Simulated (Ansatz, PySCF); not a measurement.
Pulling on the B1–H5 bond in C2H3B (SMILES BC#C) (multiplicity 1 held, fragments rigid). Energies count from the point at 1.189 Å.
Geometry at that point (charge 0, multiplicity 1):
```
atom    x (Å)    y (Å)    z (Å)
----  -------  -------  -------
B     -1.1934  -0.0518  -0.7150
C      0.0924   0.0040   0.0554
C      1.1293   0.0490   0.6766
H      2.0411   0.0886   1.2230
H     -1.9546   0.8608  -0.6666
H     -1.4500  -1.0086  -1.3734
```

Restricted levels (R-, RO-) in cc, def2 and unpolarised 6-31G sets keep to the state of the molecule at rest. Unrestricted levels (U-) break spin symmetry where that is lower. Active spaces are followed from a long bond inwards. Curves can end on different states.

Correlated levels freeze the cores. Rows in 6-31G* carry no dispersion term and start afresh at each structure (6-31G* with six Cartesian d functions).

The values were computed with Ansatz (a quantum-chemistry and plane-wave program) with Gaussian orbitals; PySCF for 6-31G* rows. Each number belongs to the level named beside it.

Energies in kJ/mol.

| R (Å) | U-PBE/cc-pVTZ | U-r2SCAN/cc-pVTZ | R-B3LYP/6-31G* | R-MP2/cc-pVTZ | CASSCF(2,2)/cc-pVTZ | FIC-MRCISD+Q on CASSCF(2,2)/cc-pVTZ |
|---|---|---|---|---|---|---|
| 0.952 | 105 | 102 | 107 | 101 | 112 | 102 |
| 1.070 | 23 | 21 | 22 | 20 | 25 | 21 |
| 1.189 | 0 | 0 | 0 | 0 | 0 | 0 |
| 1.308 | 11 | 13 | 13 | 14 | 9 | 13 |
| 1.427 | 39 | 44 | 44 | 47 | 36 | 45 |
| 1.606 | 98 | 105 | 107 | 113 | 92 | 106 |
| 1.784 | 161 | 171 | 174 | 183 | 153 | 172 |
| 2.082 | 259 | 274 | 280 | 294 | 243 | 270 |
| 2.379 | 340 | 348 | 368 | 387 | 311 | 345 |
| 2.736 | 397 | 390 | 451 | 473 | 361 | 401 |
| 3.211 | 423 | 416 | 529 | 549 | 392 | 435 |
| 3.806 | 430 | 427 | 590 | 593 | 402 | 448 |

Doubts at one or more of the structures used: a spin-contaminated determinant (U-PBE/cc-pVTZ, U-r2SCAN/cc-pVTZ); a restricted determinant that unrestricted orbitals would lower (R-B3LYP/6-31G*, R-MP2/cc-pVTZ).
